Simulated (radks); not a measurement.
Species: W+. Configuration: [Xe] 4f14 5d4 6d1 (not the ground configuration).

Method: scalar-relativistic Kohn-Sham, LDA (Slater exchange, Perdew-Wang correlation), spin-polarised, spherical densities, finite nucleus; open shells are filled with parallel spins first (spin-orbit coupling, left out, can overturn this in heavy ions); Fermi nuclear charge, rms radius 5.3658 fm; computed with a radial shooting solver on a logarithmic mesh with Libxc functionals.

Energy parts (eV):
part                       energy
total                  -438918.30
kinetic                 483323.20
electron-nucleus      -1084494.91
Hartree                 170771.71
exchange-correlation     -8518.31

Orbitals (lengths in bohr, moments of r in powers of bohr; r(90%) holds 90 % of the orbital's charge):
| orbital | occ. | eigenvalue (eV) | r(90%) | <r^2> |
|---|---|---|---|---|
| 1s down | 1 | -69422.83 | 0.0334 | 0.0004637 |
| 1s up | 1 | -69422.83 | 0.0334 | 0.0004637 |
| 2s up | 1 | -11993.57 | 0.120 | 0.007130 |
| 2s down | 1 | -11993.40 | 0.120 | 0.007130 |
| 2p up | 3 | -10497.60 | 0.113 | 0.005895 |
| 2p down | 3 | -10497.46 | 0.113 | 0.005895 |
| 3s up | 1 | -2770.323 | 0.295 | 0.04631 |
| 3s down | 1 | -2770.252 | 0.295 | 0.04631 |
| 3p up | 3 | -2327.110 | 0.301 | 0.04704 |
| 3p down | 3 | -2327.034 | 0.301 | 0.04704 |
| 3d up | 5 | -1815.488 | 0.283 | 0.03900 |
| 3d down | 5 | -1815.367 | 0.283 | 0.03900 |
| 4s up | 1 | -579.7346 | 0.646 | 0.2285 |
| 4s down | 1 | -579.5707 | 0.646 | 0.2285 |
| 4p up | 3 | -434.2201 | 0.695 | 0.2603 |
| 4p down | 3 | -434.0547 | 0.695 | 0.2602 |
| 4d up | 5 | -249.5254 | 0.768 | 0.3036 |
| 4d down | 5 | -249.3203 | 0.767 | 0.3032 |
| 5s up | 1 | -91.1799 | 1.54 | 1.286 |
| 5s down | 1 | -89.5968 | 1.53 | 1.270 |
| 5p up | 3 | -55.5201 | 1.83 | 1.776 |
| 5p down | 3 | -53.4757 | 1.81 | 1.749 |
| 4f up | 7 | -44.8277 | 1.01 | 0.4684 |
| 4f down | 7 | -44.4123 | 1.00 | 0.4596 |
| 5d up | 4 | -16.4075 | 2.92 | 4.182 |
| 5d down | 0 | -13.8554 | 2.99 | 4.331 |
| 6d up | 1 | -4.1001 | 9.05 | 43.92 |
| 6d down | 0 | -3.3383 | 10.0 | 53.35 |

The highest occupied level is 6d up at -4.100 eV. The configuration is held as typed, so some empty levels lie below it. The density falls to 0.001 e/bohr^3 at r = 4.21 bohr.
